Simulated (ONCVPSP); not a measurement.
## What one change does to a pseudopotential (Co, ONCV)

Co, optimised norm-conserving Vanderbilt (ONCV), made with ONCVPSP 4.0.1 (BLYP, scalar-relativistic). Core [Ne], reference 3s2 3p6 3d7 4s2. Waves: 3s+4s: rc 1.40 bohr, ncon 4, nbas 8, qcut 9.6 1/bohr, 2 projectors; 3p: rc 1.05 bohr, ncon 3, nbas 7, qcut 11.1 1/bohr, 2 projectors, debl 0.5 Ha; 3d: rc 0.90 bohr, ncon 3, nbas 8, qcut 17.7 1/bohr, local. Local part: the d channel. Core correction: polynomial model core, fcfact 0.25.

In the p channel the program set the typed energies aside and used -2.405, 0.250 Ha.

Change: p: qcut 15.1.

Cutoffs: the cutoffs (Ha) at which the residual kinetic energy of the hardest occupied pseudo-wave falls to 1 and 0.1 mHa per electron; they do not see the model core or the augmentation charge, which bear on the density cutoff. Errors are all-electron minus pseudo energies relative to the spin-unpolarised reference configuration.

Problem. Predict the effect on cutoff, ghosts and configuration errors.

Solution. The potential gets neither clearly harder nor softer (111 Ha and 127 Ha → 111 Ha and 127 Ha); a bound ghost appears in p, which as a rule spoils a file; of the 4 tests that both files solve, the error grows in 1 and shrinks in 0 by more than 15 % and 0.3 meV (median size 6.2 → 6.4 meV).

```tsv
quantity	base	changed
cutoff, loose	111 Ha	111 Ha
cutoff, tight	127 Ha	127 Ha
loose cutoff by channel	s 27 Ha, p 38 Ha, d 111 Ha	s 27 Ha, p 53 Ha, d 111 Ha
bound ghosts	none	p
GHOST(+) flags under 300 eV	s at 192.3 eV	s at 192.3 eV
error for 3s2 3p6 3d7 4s1, meV [ΔE 9.04 eV]	-0.5	-0.5
error for 3s2 3p6 3d7 4s0, meV [ΔE 26.02 eV]	-0.6	-0.7
error for 3s2 3p6 3d6 4s0, meV [ΔE 61.89 eV]	-12	-12
error for 3s2 3p6 3d5 4s0, meV [ΔE 117.21 eV]	-17	-21
s: phases at 1.42 bohr within 0.05 rad from the reference energy up to (Ha; the scan ends near 5)	to the end of the scan	to the end of the scan
p: phases at 1.06 bohr within 0.05 rad from the reference energy up to (Ha; the scan ends near 5)	to the end of the scan	to the end of the scan
d: phases at 0.91 bohr within 0.05 rad from the reference energy up to (Ha; the scan ends near 5)	to the end of the scan	to the end of the scan
rms error of d²Exc/dni dnj with the model core, mHa	1.59	1.60
```

 A true bound ghost makes a file unfit for plane-wave use even where its test errors are small: the radial tests pick states by their node count and pass the ghost by.
